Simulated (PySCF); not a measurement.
Ga(F)3 anion (F3Ga), SMILES [F][Ga]([F])[F] (connectivity only; charge and spin as stated), charge -1, multiplicity 2. Geometry: PBE-D3(BJ)/def2-SVPD. The multiplicity is an assumed one; other spin states were not compared. The isomer is the one that the SMILES or the coordinates give; other isomers of the formula were not compared.

Level of theory: PBE-D3(BJ)/def2-SVPD in PySCF.

Harmonic wavenumbers (cm⁻¹): 156, 156, 199, 497, 518, 518. Rotational constants (GHz): 5.041, 5.041, 2.953; symmetry number 3.

Work out the zero-point energy and the ideal-gas rigid-rotor harmonic-oscillator thermochemistry at 298.15 K and 1 atm.

ZPE = ½ Σ hcν = ½ × 2044 cm⁻¹ = 2.92 kcal/mol. H − E(el) = 6.85 kcal/mol. Entropy in cal/(mol K): translation 40.42, rotation 23.68, vibration 9.23, spin 1.38, total 74.71. G − E(el) = -15.43 kcal/mol. Cp = 17.26 cal/(mol K).
